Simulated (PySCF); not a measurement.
Molecule: SMILES C#C[C@@]12CCC[C@@H]1C2, C$_{8}$H$_{10}$.

Geometry (Å), atoms numbered from 1 in this order:
```xyz
18

C     2.941    1.366   -0.838
C     1.894    0.878   -0.520
C     0.648    0.293   -0.150
C    -0.596    1.165   -0.212
C    -1.769    0.178   -0.272
C    -1.213   -1.096   -0.926
C     0.257   -1.104   -0.573
C     0.625   -0.834    0.853
H     3.857    1.796   -1.114
H    -0.555    1.775   -1.118
H    -0.670    1.837    0.645
H    -2.124   -0.044    0.735
H    -2.609    0.585   -0.833
H    -1.320   -1.046   -2.012
H    -1.730   -1.990   -0.575
H     0.918   -1.713   -1.174
H    -0.143   -0.837    1.610
H     1.580   -1.203    1.198
```

Frames of a GFN2-xTB Langevin trajectory at 300 K; GIAO PBE0/pcSseg-1 shieldings in PySCF 2.14.0 with density-fitted response routines, gas phase, non-relativistic; equivalent atoms averaged within each frame.

δ = σ(ref) − σ, references computed at the same level: TMS for ¹³C (σref 186.93) and ¹H (σref 31.72). The references are static minima.

Problem. How do the shifts (ppm) fluctuate along the trajectory?

Solution. 
```
         time (fs)    C2    C1    C7    C5    C4    C8    C6    C3   H10   H13
               250  96.2  70.6  43.6  35.6  34.6  30.9  23.7  21.8  2.84  2.49
               425  96.3  71.8  32.4  30.4  39.7  25.7  38.5  26.3  1.16  4.02
               625  94.9  73.2  31.9  27.1  32.8  20.1  33.5  26.1  1.82  3.05
               800  92.0  73.9  33.2  18.2  37.5  13.7  32.3  15.1  2.17  0.81
              1000  91.6  72.3  42.8  30.2  52.6  36.1  37.8  16.6  2.05  1.82
    mean of frames  94.2  72.4  36.8  28.3  39.4  25.3  33.2  21.2  2.01  2.44
standard deviation   2.2   1.3   5.9   6.4   7.8   8.8   5.9   5.2  0.61  1.22
```

5 frames give an uncertainty of the mean of about the standard deviation over 2.2 at best, since frames this close in time may not be independent; classical motion lacks zero-point vibration, and the reference would need the same averaging.
